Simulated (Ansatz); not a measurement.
## Relative stability

Two relaxed structures of AlBSiNH5, singlet (PBE0-D4/def2-TZVP; forces vanish, vibrations not checked).

A:

B1  (-0.846, 0.650, -0.292)
N2  (0.128, 0.599, -1.295)
Al3  (1.740, -0.206, -0.876)
Si4  (-0.596, -0.101, 1.583)
H5  (-1.918, 1.159, -0.500)
H6  (-0.122, 1.010, -2.187)
H7  (-0.772, 0.985, 2.589)
H8  (-1.628, -1.142, 1.852)
H9  (0.732, -0.733, 1.866)
(Å)

B:

```json
{"atom": "B1", "x (Å)": "-0.5155", "y (Å)": "0.0436", "z (Å)": "1.2445"}
{"atom": "N2", "x (Å)": "-0.5918", "y (Å)": "0.7637", "z (Å)": "0.1718"}
{"atom": "Al3", "x (Å)": "0.6729", "y (Å)": "-0.3709", "z (Å)": "-0.5070"}
{"atom": "Si4", "x (Å)": "0.5920", "y (Å)": "-1.5414", "z (Å)": "1.6621"}
{"atom": "H5", "x (Å)": "-1.6378", "y (Å)": "2.8246", "z (Å)": "-1.1921"}
{"atom": "H6", "x (Å)": "-1.8976", "y (Å)": "3.3853", "z (Å)": "-1.6146"}
{"atom": "H7", "x (Å)": "1.3410", "y (Å)": "-0.3483", "z (Å)": "-1.9281"}
{"atom": "H8", "x (Å)": "-0.1809", "y (Å)": "-2.7878", "z (Å)": "1.8872"}
{"atom": "H9", "x (Å)": "1.5872", "y (Å)": "-1.3271", "z (Å)": "2.7417"}
```

Computed with Ansatz 0.2.0 (basis: def2-TZVPP); correlated methods freeze the cores. B3LYP uses VWN-RPA correlation.

**Question.** Which structure is lower at CCSD(T), and by how much? (To be estimated.)

**Answer.** By the calculation: A, by 1.959 eV (electronic energy, against the other). By their contacts, A is AlBSiNH₅ ([Al][NH][BH][SiH3]) and B is a complex of AlBSiNH₃ ([N]1[B]2[SiH2][AlH]12) + H₂.

All methods give the same order:

| method | E(B) − E(A) (eV) |
| --- | --- |
| PBE-D4 | 1.889 |
| r2SCAN-D4 | 1.748 |
| PBE0-D4 | 2.043 |
| B3LYP-D4 | 2.133 |
| wB97M-V | 2.088 |
| HF | 2.346 |
| MP2 | 1.809 |
| CCSD | 2.099 |
| CCSD(T) | 1.959 |

The T1 diagnostic stays at or below 0.018.

Labels in which every atom is bracketed show which atoms are joined, not bond orders.

For scale, one of the runs: CCSD(T)/def2-TZVPP, 216 basis functions, launched by `ansatz run in.yaml --threads 2 --pin off --events-out ev --progress --plain --max-ram 4352MiB`. Time: 57 s of wall clock on 2 CPU threads of an Arm Neoverse V2; the host was shared. Peak host memory: 2.9 GiB.
